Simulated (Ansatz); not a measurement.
Species: C6H11 (charge 0, doublet). It need not be the lowest isomer of its formula. 
Structure (B3LYP-D3(BJ)/def2-TZVP (Ansatz, a program for electronic structure) minimum search):
SMILES: [CH2]C/C=C\CC
```xyz
17

C      2.7798    -0.1710    -0.1258
C      1.4753     0.1070    -0.7896
C      0.5727     0.9820     0.0357
C     -0.5798     0.6418     0.6083
C     -1.2801    -0.6822     0.5524
C     -2.6257    -0.5969    -0.1771
H      3.6661    -0.3851    -0.7073
H      2.8342    -0.2714     0.9493
H      1.6578     0.5890    -1.7572
H      0.9674    -0.8370    -1.0320
H      0.9359     1.9944     0.1854
H     -1.1016     1.4089     1.1757
H     -1.4553    -1.0305     1.5762
H     -0.6518    -1.4363     0.0764
H     -3.2783     0.1439     0.2901
H     -2.4831    -0.3022    -1.2183
H     -3.1435    -1.5578    -0.1614
```
Charge 0, spin multiplicity 2.

Quantity: atomisation energy (electronic, to ground-state atoms), in kcal/mol. Cores are frozen in the correlated levels unless marked. UHF or UKS for open shells. No spin-orbit coupling. Non-relativistic. The coupled-cluster limit lacks core correlation, which all-electron functionals hold. Basis-set limits of correlation are two-point, X^-3; Hartree-Fock from the larger set. The bracket is a focal-point correction in the basis named.

```csv
level,program,atomisation energy (kcal/mol)
BLYP-D4/def2-TZVPD,Ansatz + dftd4,1629.9
revPBE/def2-TZVPD,Ansatz,?
PBE0-D3(BJ)/def2-TZVPD,Ansatz + dftd3,1651.8
BHLYP/def2-TZVPD,Ansatz,?
B2GP-PLYP-D3(BJ)/def2-TZVPD,Ansatz + dftd3,1617.7
B2GP-PLYP-D4/def2-TZVPD,Ansatz + dftd4,1616.6
B2PLYP-D3(BJ)/def2-TZVPD,Ansatz + dftd3,?
"RI-MP2/CBS(cc-pVTZ,cc-pVQZ)+[CCSD(T)-MP2]/cc-pVTZ",Ansatz,?
```

### Question
Some entries are withheld; supply them.

### Answer

- revPBE/def2-TZVPD, atomisation energy (kcal/mol): 1610.5
- BHLYP/def2-TZVPD, atomisation energy (kcal/mol): 1593.2
- B2PLYP-D3(BJ)/def2-TZVPD, atomisation energy (kcal/mol): 1622.3
- RI-MP2/CBS(cc-pVTZ,cc-pVQZ)+[CCSD(T)-MP2]/cc-pVTZ, atomisation energy (kcal/mol): 1633.6
